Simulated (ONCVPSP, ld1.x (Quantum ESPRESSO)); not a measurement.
**Hardness and transferability of assorted potentials**

Generated with ld1.x 7.5 (TM, RRKJ, ultrasoft, PAW), atompaw 4.2 or ONCVPSP 4.0.1. The cutoff is in Ry: for ld1.x and atompaw files where the sum of valence levels is converged to 10 mRy in a Bessel basis, for ONCV files where the hardest occupied wave has 1 mHa per electron of residual kinetic energy. The error is the largest all-electron minus pseudo excitation energy over each file’s own four to seven test configurations (ionisations up to +4, promotions, holes and added fractions of an electron), all of which were solved. The labels leave out finer settings (local radius, basis sizes, second energies), which also bear on the numbers. Spin-polarised tests are not counted. The rows are a selection from randomly drawn settings: files with unsolved tests, undetermined cutoffs or missed reference levels are left out.

A true bound ghost makes a file unfit for plane-wave use even where its test errors are small: the radial tests pick states by their node count and pass the ghost by.

| element | potential | cutoff (Ry) | largest error (meV) | bound ghosts |
| --- | --- | --- | --- | --- |
| N | TM, PBE, scalar-relativistic, rc 1.05/1.20/0.95 (spd), local p, core correction yes, reference 2s2 2p2 | 80 | +351 | none |
| Si | ONCV, PBE, scalar-relativistic, rc 1.75/1.85 (sp), local smoothed, core correction yes, reference 3s2 3p1.5, qcut 4.8/4.2, projectors 3/1 | 16 | +4.1 | s |
| P | TM, PBEsol, scalar-relativistic, rc 1.15/1.50/1.65 (spd), local smoothed, core correction no, reference 3s1.5 3p3.5 | 50 | +34 | none |
| Cl | ONCV, PBEsol, scalar-relativistic, rc 0.65/0.65/0.50 (spd), local d, core correction no, reference 2s2 2p6 3s2 3p4, qcut 21.7/20.7/22.6, projectors 2/3/0 | 349 | +435 | none |
| Co | ONCV, LDA (Perdew-Wang 92), fully relativistic, rc 1.25/0.90/1.35 (spd), local smoothed, core correction yes, reference 3s2 3p6 3d7 4s2, qcut 7.9/7.9/12.6, projectors 2/2/2 | 188 | +144 | none |
| Cu | RRKJ, PBEsol, scalar-relativistic, rc 0.80/0.70/1.00 (spd), local s, core correction yes, reference 3s2 3p6 3d8 4s0 4p0 | 300 | +225 | none |
| Pb | ONCV, PBEsol, scalar-relativistic, rc 2.05/2.55 (sp), local smoothed, core correction yes, reference 6s2 6p1, qcut 3.1/3.6, projectors 3/1 | 25 | -544 | none |

Question: Fill in the row for F: ONCV, PBE, scalar-relativistic, rc 0.80/1.35 (sp), local s, core correction yes, reference 2s2 2p5, qcut 9.1/9.9, projectors 0/2.

Answer: cutoff 146 Ry, largest error +854 meV, bound ghosts: none.

Question: Fill in the row for Bi: ONCV, LDA (Perdew-Zunger), fully relativistic, rc 1.05/1.60/1.25 (spd), local smoothed, core correction yes, reference 5s2 5p6 5d10 6s2 6p2, qcut 9/7.4/7.5, projectors 2/3/1.

Answer: cutoff 77 Ry, largest error -1.7 meV, bound ghosts: none.
